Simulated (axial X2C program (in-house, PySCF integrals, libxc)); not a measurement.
# RuNC⁺: the levels of the configuration d6 s0 p(π)0

Computed with an in-house all-electron X2C program for linear molecules (integrals from PySCF): two-component X2C with atomic mean-field Coulomb and Gaunt terms, basis Ru dyall-v3z, N dyall-v3z, C dyall-v3z (cores contracted in-house). Orbitals come from Hartree–Fock averaged over the configuration Ru d6 s0 p(π)0; CI then distributes these electrons over the d, s, p(π) shells of Ru. The speed of light was multiplied by 100, so these are model numbers.

Ru–N–C held linear, bonds 1.987 and 1.170 Å (the second held) (near the minimum of the configuration average).

Active spinors (ω > 0):

```
shell    ω  ε (eV)                  character
    d  3/2  -15.85                  100% Ru d
    d  5/2  -15.85                  100% Ru d
    d  1/2  -15.19   91% Ru d, 3% N p, 3% C p
    d  3/2  -15.19   91% Ru d, 3% N p, 3% C p
    d  1/2  -14.24  79% Ru d, 8% Ru s, 5% N p
    s  1/2   -6.21         62% Ru s, 33% Ru p
 p(π)  1/2   -3.71                   92% Ru p
 p(π)  3/2   -3.71                   92% Ru p
```

Lowest levels of this model:

| Ω | energy (cm⁻¹) | g∥ | configuration |
| --- | --- | --- | --- |
| 4 | 0 | 12.01 | 100% d6 |
| 3 | 0 | 8.00 | 100% d6 |
| 2 | 0 | 4.00 | 100% d6 |
| 1 | 0 | 0.00 | 100% d6 |
| 0 | 0 | 0.65 | 100% d6 |
| 0 | 0 | 0.65 | 100% d6 |
| 3 | 3305 | 10.01 | 100% d6 |
| 2 | 3305 | 6.00 | 100% d6 |
| 1 | 3305 | 2.00 | 100% d6 |
| 0 | 3305 | 0.00 | 100% d6 |
| 0 | 3305 | 0.00 | 100% d6 |
| 1 | 3305 | 6.01 | 100% d6 |
| 0 | 9490 | 0.00 | 100% d6 |
| 1 | 9490 | 4.00 | 100% d6 |
| 2 | 9490 | 8.01 | 100% d6 |
| 4 | 10625 | 10.00 | 100% d6 |
| 3 | 10625 | 6.00 | 100% d6 |
| 2 | 10625 | 2.00 | 100% d6 |
| 0 | 11906 | 0.00 | 100% d6 |
| 0 | 12764 | 0.00 | 100% d6 |
| 0 | 12764 | 0.00 | 100% d6 |
| 3 | 15390 | 8.00 | 100% d6 |
| 5 | 16806 | 12.00 | 100% d6 |
| 4 | 16806 | 8.00 | 100% d6 |
| 6 | 19961 | 14.00 | 100% d6 |
| 5 | 19961 | 10.00 | 100% d6 |
| 4 | 19961 | 6.00 | 100% d6 |

g∥ is the magnitude of 2⟨Lz + ge Sz⟩ for the +Ω component.

Q: From Ω and g∥ of the lowest level, whose 2⟨Lz + ge Sz⟩ is positive, find ⟨Sz⟩ and ⟨Lz⟩ (ge = 2.0023).

A: Ω = ⟨Lz⟩ + ⟨Sz⟩ = 4 and ⟨Lz⟩ + ge⟨Sz⟩ = 6.005, so ⟨Sz⟩ = 2.00 and ⟨Lz⟩ = 2.00.

Occupations of the active spinors in the lowest level by ω, shell by shell in order of energy: -5/2: 0.00; -3/2: 1.00 0.00 0.00; -1/2: 1.00 0.00 0.00 0.00; 1/2: 0.00 1.00 0.00 0.00; 3/2: 1.00 1.00 0.00; 5/2: 1.00. The leading determinant has weight 1.00 among 419.

This point took 7.7 s on 1 thread of Intel(R) Xeon(R) Processor @ 2.50GHz (Skylake/Cascade Lake), on a shared host.

Dynamic correlation is missing, so gaps between terms are too wide and other configurations may lie lower; the lowest level listed is that of this model, not necessarily the ground state. For d shells the ligand-field splittings (σ, π, δ) and their order can be off by a thousand cm⁻¹ or more. At most 4 roots were kept for each Ω > 0 (twice that for Ω = 0) within 3.2 eV of the lowest, so higher up levels can be missing between those listed; levels with Ω > 0 are doubly degenerate and listed once, Ω = 0 levels singly. Some active spinors are only partly of the character that their shell is named for, so the shell names and counts are nominal. States that fill the shells left empty in the average are placed too high. The molecule was held linear; bending was not examined.
